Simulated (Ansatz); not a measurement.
## Abstraction of F: C3H4AlF + CH2F → C3H4Al + CH2F2

Species: C3H4AlF `C#[C][Al]([CH3])[F]`, singlet; CH2F `[CH2]F`, doublet; C3H4Al `C#[C][Al][CH3]`, doublet; CH2F2 (difluoromethane) `FCF`, singlet. A radical takes F: the energy is the difference in strength between the Al–F bond broken and the C–F bond made.

Shapes, held fixed at every level: PBE0-D4/def2-TZVP. Programs: Ansatz 0.2.0. Electronic energies: no zero-point or thermal term.

```
               level                    kind  ΔE (kJ/mol)  less CCSD(T)/CBS estimate  CPU time (sum over the molecules)
   PBE-D4/def2-TZVPP                     GGA       +138.3                      -28.4                               20 s
 BHLYP-D4/def2-TZVPP           global hybrid       +168.5                       +1.8                               26 s
  wB97M-V/def2-TZVPP  range-separated hybrid       +164.9                       -1.8                               74 s
  wB97X-V/def2-TZVPP  range-separated hybrid       +159.3                       -7.4                               53 s
      MP2/def2-TZVPP     perturbation theory       +160.3                       -6.4                                  –
  CCSD(T)/def2-TZVPP   coupled cluster or CI       +160.4                       -6.3                            2.2 min
CCSD(T)/CBS estimate   coupled cluster or CI       +166.7                        0.0                            5.2 min
```

The highest level, CCSD(T)/CBS estimate, gives ΔE = +166.7 kJ/mol; the levels span +138.3 to +168.5. The column of differences is taken from that level and isn't an error. No measured value is set beside it here. Open shells run unrestricted unless RO is named. The CBS estimate extrapolates MP2 from def2-TZVPP and def2-QZVPP and adds CCSD(T) − MP2 in the triple-zeta set, cores frozen. Times are processor times on shared x86 and Arm servers, and rough.
